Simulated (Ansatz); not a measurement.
Computed with Ansatz on PBE0-D4/def2-TZVP structures; ΔE is electronic, products minus reactants. CBS: MP2 limit from def2 TZ/QZ plus the TZ coupled-cluster correction, frozen cores. This one scheme is used for every species. Functionals use def2-TZVPP. HSE06 is defined as in plane-wave codes. One conformer a species, not always the lowest.

Consider the formal exchange of groups at the Si–B bond: `NB[SiH2]Cl` + `[AlH2][NH][SiH3]` → `[SiH3][NH][AlH][SiH2]Cl` + `BN`.

```tsv
level	ΔE (kJ/mol)
HSE06-D4	-23.0
HF/def2-QZVPP	-13.8
SCS-MP2/def2-QZVPP	-16.3
MP2/CBS(def2)	-18.2
```

(1) What does CCSD(T)/CBS give? (Estimate.)

(2) What do rigid-rotor, harmonic-oscillator terms from PBE0-D4/def2-TZVP frequencies (298.15 K, 1 bar) make of the CCSD(T)/CBS value? (Best estimate.)

Largest T1 diagnostic among the species: 0.012.

Answers

(1) The calculation gave: -19.2 kJ/mol. The listed levels differ from it by -3.8, 5.4, 2.9, 1.0 kJ/mol.

(2) Computed: ΔZPE = +3.7 kJ/mol, ΔH = -14.0 kJ/mol, ΔS = -6 J/(mol·K), ΔG = -12.3 kJ/mol. Modes under 50 cm⁻¹ make the entropy rough.

The D4 term adds −5.3 kJ/mol with B3LYP and −3.4 kJ/mol with PBE0; it sums over pairs of atoms, weighted by their polarisabilities, and B3LYP, whose exchange is more repulsive, gets the larger term. Leaving LDA and LC-ωPBE aside and taking each functional with its dispersion term where it has one, the values, not all of them listed here, spread over 17.7 kJ/mol, from HSE06-D4 to B97M-V.

B3LYP here is the variant with VWN-RPA as its local correlation; programs differ in this.
